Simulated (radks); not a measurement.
The numbers below are computed, except where a source is named.
Valence configurations of neutral zinc (all share [Ar]). Code: a radial shooting solver on a logarithmic mesh with Libxc functionals. Model: scalar-relativistic Kohn-Sham, BLYP, spin-unpolarised, spherical densities, point nucleus. Energies are relative to 3d10 4s2; eigenvalues in eV.

| valence | E (eV) | e(3d) | e(4p) | e(4s) |
|---|---|---|---|---|
| 3d10 4s2 | 0.000 | -10.053 | - | -5.962 |
| 3d10 4s1.5 4p0.5 | 2.491 | -11.225 | -1.632 | -6.747 |
| 3d10 4s1 4p1 | 5.108 | -12.247 | -2.053 | -7.402 |
| 3d9.5 4s2 4p0.5 | 5.265 | -14.016 | -1.861 | -7.356 |
| 3d10 4s0.5 4p1.5 | 7.835 | -13.173 | -2.424 | -7.977 |
| 3d9.5 4s1.5 4p1 | 8.068 | -15.025 | -2.276 | -7.989 |
| 3d10 4p2 | 10.657 | -14.035 | -2.762 | - |
| 3d9 4s2 4p1 | 12.186 | -18.083 | -2.519 | -8.604 |
| 3d8 4s2 4p2 | 31.368 | -26.672 | -3.752 | -10.888 |
| 3d7.5 4s2 4p2.5 | 43.802 | -31.200 | -4.350 | -11.966 |

NIST lists [Ar] 3d10 4s2 as the ground configuration; this level of theory agrees among the configurations tried. The energies are those of spherical spin-averaged densities, not of single terms.
